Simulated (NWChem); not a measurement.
System: C₂H₉NSi; SMILES C[C@@H](N)[SiH3]

NWChem input:

```
start job
memory heap 200 mb stack 900 mb global 1100 mb
geometry units angstroms noautosym nocenter noautoz
  C     -1.222073     1.229855     0.102681
  C      0.017725     0.500274    -0.397494
  N      1.221173     1.162717     0.108305
  Si    -0.006155    -1.362178     0.025032
  H     -1.155281     2.300284    -0.148736
  H     -1.318357     1.153021     1.199105
  H     -2.143064     0.820384    -0.339809
  H      0.038515     0.584686    -1.499497
  H      2.064470     0.730501    -0.264910
  H      1.277429     1.073597     1.122881
  H      1.236348    -2.003991    -0.512485
  H      0.006014    -1.514795     1.516445
  H     -1.193525    -2.097371    -0.520308
end
basis spherical
  * library 6-31g*
end
dft
  xc m05-2x
  iterations 150
end
cosmo
  do_cosmo_smd true
  solvent water
end
task dft energy
```

NWChem printed, in part:

```
             Northwest Computational Chemistry Package (NWChem) 7.3.0
             --------------------------------------------------------

                             Geometry "geometry" -> ""
                             -------------------------

 Output coordinates in angstroms (scale by  1.889725989 to convert to a.u.)

  No.       Tag          Charge          X              Y              Z
 ---- ---------------- ---------- -------------- -------------- --------------
    1 C                    6.0000    -1.22207300     1.22985500     0.10268100
    2 C                    6.0000     0.01772500     0.50027400    -0.39749400
    3 N                    7.0000     1.22117300     1.16271700     0.10830500
    4 Si                  14.0000    -0.00615500    -1.36217800     0.02503200
    5 H                    1.0000    -1.15528100     2.30028400    -0.14873600
    6 H                    1.0000    -1.31835700     1.15302100     1.19910500
    7 H                    1.0000    -2.14306400     0.82038400    -0.33980900
    8 H                    1.0000     0.03851500     0.58468600    -1.49949700
    9 H                    1.0000     2.06447000     0.73050100    -0.26491000
   10 H                    1.0000     1.27742900     1.07359700     1.12288100
   11 H                    1.0000     1.23634800    -2.00399100    -0.51248500
   12 H                    1.0000     0.00601400    -1.51479500     1.51644500
   13 H                    1.0000    -1.19352500    -2.09737100    -0.52030800

 Effective nuclear repulsion energy (a.u.)     174.7553171220

                                 NWChem DFT Module
                                 -----------------

 Summary of "ao basis" -> "ao basis" (spherical)
 ------------------------------------------------------------------------------
       Tag                 Description            Shells   Functions and Types
 ---------------- ------------------------------  ------  ---------------------
 C                           6-31g*                  6       14   3s2p1d
 N                           6-31g*                  6       14   3s2p1d
 Si                          6-31g*                  8       18   4s3p1d
 H                           6-31g*                  2        2   2s

 in cosmo_initialize ...
 calling solv_data for solv:h2o

 solvent parameters
 solvname_short: h2o
 solvname_long:  water
 dielec:       78.4000
 dielecinf:     1.7769
 aqueous SMD model solvent descriptors
 dielec:       78.4000
 sola:          0.8200

[...]

                                COSMO-SMD solvation results
                                ---------------------------

             internal energy in gas <Psi(g)|H|Psi(g)> =      -425.786157578019
         internal energy in solvent <Psi(s)|H|Psi(s)> =      -425.785360780350
                               delta internal energy  =         0.000796797669 (    0.50 kcal/mol)
   total free energy in solvent <Psi(s)|H+V/2|Psi(s)> =      -425.794066767249
 polarization energy contribution <Psi(s)|V/2|Psi(s)> =        -0.008705986899 (   -5.46 kcal/mol)
    total free energy in solvent including G(SMD-CDS) =      -425.788633618581
                       G(SMD-CDS) energy contribution =         0.005433148668 (    3.41 kcal/mol)
     1 M fixed-concentration free energy of solvation =        -0.002476040562 (   -1.55 kcal/mol)

                       DFT Final Molecular Orbital Analysis
                       ------------------------------------

 Vector   19  Occ=2.000000D+00  E=-3.905429D-01
              MO Center=  2.8D-01, -1.1D+00,  1.8D-01, r^2= 3.5D+00
   Bfn.  Coefficient  Atom+Function         Bfn.  Coefficient  Atom+Function
  ----- ------------  ---------------      ----- ------------  ---------------
    51      0.274627   4 Si pz               74     -0.263201  11 H  s
    76      0.251866  12 H  s                73     -0.219201  11 H  s
    75      0.208277  12 H  s                49     -0.178563   4 Si px
    19     -0.169264   2 C  pz               47     -0.114031   4 Si pz
    67      0.114181   8 H  s                68      0.112847   8 H  s

 Vector   20  Occ=2.000000D+00  E=-3.849828D-01
              MO Center= -3.0D-02, -4.1D-01, -4.0D-02, r^2= 4.4D+00
   Bfn.  Coefficient  Atom+Function         Bfn.  Coefficient  Atom+Function
  ----- ------------  ---------------      ----- ------------  ---------------
    49      0.235353   4 Si px               32      0.208809   3 N  py
    78     -0.196788  13 H  s                74      0.181343  11 H  s
    36      0.169762   3 N  py                4     -0.164850   1 C  py
    18      0.162569   2 C  py               76      0.154619  12 H  s
    77     -0.153129  13 H  s                51      0.148241   4 Si pz

 Vector   21  Occ=2.000000D+00  E=-2.838985D-01
              MO Center=  6.4D-01,  6.8D-01, -6.0D-02, r^2= 2.7D+00
   Bfn.  Coefficient  Atom+Function         Bfn.  Coefficient  Atom+Function
  ----- ------------  ---------------      ----- ------------  ---------------
    32      0.437016   3 N  py               36      0.414134   3 N  py
    50      0.279464   4 Si py               18     -0.254712   2 C  py
    48      0.183749   4 Si s                34      0.179625   3 N  s
    22     -0.153884   2 C  py               78     -0.137093  13 H  s
    62      0.126596   5 H  s                33     -0.116616   3 N  pz

 Vector   22  Occ=0.000000D+00  E= 7.670947D-02
              MO Center=  1.2D-02, -1.4D+00,  6.0D-02, r^2= 4.9D+00
   Bfn.  Coefficient  Atom+Function         Bfn.  Coefficient  Atom+Function
  ----- ------------  ---------------      ----- ------------  ---------------
    54      1.284816   4 Si py               20     -0.985275   2 C  s
    22      0.450780   2 C  py               52      0.374309   4 Si s
     6     -0.362393   1 C  s                34     -0.309381   3 N  s
    55     -0.307283   4 Si pz               74      0.248607  11 H  s
    78      0.236087  13 H  s                50      0.214250   4 Si py

[...]
```

Level: M05-2X/6-31G* (spherical d), SMD on the gas-phase geometry. The geometry was optimised at PBE0/def2-SVP. Solvent: water.
